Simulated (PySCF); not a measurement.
Calculated elemental compositions, with the atomic weights O 15.999, C 12.011, F 18.998, Si 28.085, H 1.008, P 30.974, N 14.007, Ge 72.630.

(1) A compound of molar mass 148.21 g/mol holds 40.52 % carbon, 12.82 % fluorine, 6.12 % hydrogen, 18.95 % silicon and 21.59 % oxygen by mass. What is its formula?

(2) A compound of molar mass 162.24 g/mol holds 17.31 % silicon, 44.42 % carbon, 19.09 % phosphorus, 9.32 % hydrogen and 9.86 % oxygen by mass. What is its formula?

(3) A compound of molar mass 195.83 g/mol holds 37.09 % germanium, 6.69 % hydrogen, 49.07 % carbon and 7.15 % nitrogen by mass. What is its formula?

Results:

(1) Atoms of each element: C 5.00, F 1.00, H 9.00, Si 1.00, O 2.00. So C5H9FO2Si. One species with this formula is `C(=C(/CCF)[SiH2]O)/C=O`.

(2) Dividing out the atomic weights: Si 1.00, C 6.00, P 1.00, H 15.00, O 1.00. So C6H15OPSi. One species with this formula is `COC1CCP([SiH3])CC1`.

(3) Dividing out the atomic weights: Ge 1.00, H 13.00, C 8.00, N 1.00. So C8H13GeN. One species with this formula is `N#[C][Ge]1([CH]2CCC2)[CH2]C[CH2]1`.
